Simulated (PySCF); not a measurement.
Screening by computed properties: pick the candidate that meets the target.

All species are isolated and taken at one optimised geometry, non-relativistic unless stated. Electronic properties by PySCF.

Dipoles, sizes and rotational constants follow the conformer. The torsions of the flexible species, by atom-mapped SMILES:
- `[CH3:1][C:2](=[S:3])[CH:4]1[CH2:5][O:6][CH2:7]1`: C1–C2–C4–C5 -61°
- `[CH2:1]=[CH:2][CH2:3][O:4][C:5]([CH3:6])=[S:7]`: C1–C2–C3–O4 130°, C2–C3–O4–C5 177°, C3–O4–C5–C6 -179°
- `[CH3:1][CH2:2][O:3][Si@H:4]([OH:5])[AsH2:6]`: C1–C2–O3–Si4 -82°, C2–O3–Si4–O5 67°, H–O5–Si4–O3 65°, H–As6–Si4–O3 -167°, H–As6–Si4–O3 -74°
- `[N:1]#[C:2]/[C:3]([F:4])=[C:5](/[C:6]#[N:7])[CH2:8][F:9]`: C3–C5–C8–F9 -3°
- `[O:1]=[CH:2][O:3][SiH3:4]`: O1–C2–O3–Si4 0°

The conformers of `O=C1CCSCC1` aren't listed.

Question: Wanted: dipole moment above 1.3 D (PBE0/def2-SVPD) and HOMO–LUMO gap above 5.4 eV (PBE0/def2-SVPD), at PBE0-D3(BJ)/def2-SVP geometries. Which candidate meets both?
A. `CC(=S)C1COC1`
B. `CCO[Si@H](O)[AsH2]`
C. `C=CCOC(C)=S`
D. `N#C/C(F)=C(/C#N)CF`

Answer: D. Computed values:
```csv
species,dipole moment,HOMO–LUMO gap
CCO[Si@H](O)[AsH2],1.12 D,7.31 eV
CC(=S)C1COC1,1.48 D,4.29 eV
N#C/C(F)=C(/C#N)CF,2.14 D,5.61 eV
C=CCOC(C)=S,2.47 D,5.20 eV
```

Question: Wanted: HOMO energy below -7 eV (PBE0/def2-SVPD) and static isotropic polarisability below 60 au (PBE0/def2-SVPD), at PBE0-D3(BJ)/def2-SVP geometries. Which candidate meets both?
A. `O=CO[SiH3]`
B. `CC(=S)C1COC1`
C. `O=C1CCSCC1`
D. `C=CCOC(C)=S`
E. `CCO[Si@H](O)[AsH2]`

Answer: A. Computed values:
```csv
species,HOMO energy,static isotropic polarisability
O=CO[SiH3],-8.68 eV,46.1 au
CCO[Si@H](O)[AsH2],-7.29 eV,91.8 au
O=C1CCSCC1,-6.77 eV,79.8 au
C=CCOC(C)=S,-6.56 eV,90.0 au
CC(=S)C1COC1,-6.46 eV,84.4 au
```
